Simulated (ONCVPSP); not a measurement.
**Transferability test, ONCV potential for As (Z = 33)**

As (Z = 33), optimised norm-conserving Vanderbilt (ONCV), made with ONCVPSP 4.0.1 (PBEsol, scalar-relativistic). Core [Ar], reference 3d10 4s2 4p3. Waves: 4s: rc 1.55 bohr, ncon 4, nbas 8, qcut 4.8 1/bohr, 2 projectors, debl 1.4 Ha; 4p: rc 1.65 bohr, ncon 4, nbas 7, qcut 4.8 1/bohr, 1 projector; 3d: rc 0.70 bohr, ncon 3, nbas 7, qcut 20.7 1/bohr, local; f scattering state at 0.1 Ha: rc 1.75 bohr, ncon 4, nbas 7, qcut 6.8 1/bohr, 3 projectors, debl 1.1 Ha. Local part: the d channel. Core correction: Teter function fitted to the true core (icmod 2), fcfact 0.2.

Energies are relative to the spin-unpolarised reference configuration 3d10 4s2 4p3; without spin polarisation the order of configurations can differ from experiment.

```tsv
valence configuration	charge	ΔE all-electron (eV)	error AE − PS (meV)
3d10 4s2 4p1	+2	27.100	0.0
3d10 4s2 4p0	+3	54.823	-8.1
3d10 4s1 4p0	+4	105.454	-14
```

Task: What are ΔE and the potential's error for 3d10 4s2 4p2?

Result: ΔE = 9.158 eV all-electron; the error (AE − PS) is -0.1 meV.

Note: ghosts flagged at negative energy: s at -726.9 eV, p at -367.2 eV; GHOST(+) flags only above 600 eV. A true bound ghost makes a file unfit for plane-wave use.
